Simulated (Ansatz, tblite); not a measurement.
Forces on [ReOF4]- (ReOF4⁻) at its PBE0-D4/def2-SVPD geometry. Total charge -1; singlet.

In the def2 sets Re takes a core potential; there is no spin–orbit coupling. The xTB rows come from tblite. At r2SCAN-D4/def2-TZVPD the highest occupied level of the charge -1 singlet lies above zero (up to 0.71 eV). By energy differences its removal costs 2.59 eV (vertical, to the charge 0 doublet, at r2SCAN-D4/def2-TZVPD), and other spins of that charge weren't run; a positive level beside a positive removal energy at the same level points to self-interaction error.

GFN1-xTB (tblite), largest force 0.95 eV/Å:

```xyz
6
positions Å, forces eV/Å
Re   -0.117    0.114    0.081   -0.296    0.289    0.204
O    -1.186    1.157    0.818    0.610   -0.595   -0.421
F     1.674    0.359    0.765   -0.396   -0.082   -0.178
F     0.645    0.918   -1.504   -0.153   -0.213    0.353
F    -1.018   -0.999   -1.218    0.237    0.237    0.288
F     0.003   -1.550    1.058   -0.002    0.365   -0.247
```

GFN2-xTB (tblite), largest force 0.34 eV/Å:

```
Re -0.218 0.213 0.150
O 0.198 -0.193 -0.137
F -0.201 -0.109 -0.155
F -0.045 -0.194 0.194
F 0.211 0.099 0.148
F 0.054 0.185 -0.200
```

r2SCAN-D4/def2-TZVPD (Ansatz), largest force 0.66 eV/Å:

```
Re 0.288 -0.281 -0.198
O -0.423 0.413 0.292
F 0.033 -0.032 -0.023
F 0.035 -0.034 -0.024
F 0.033 -0.032 -0.023
F 0.035 -0.033 -0.024
```
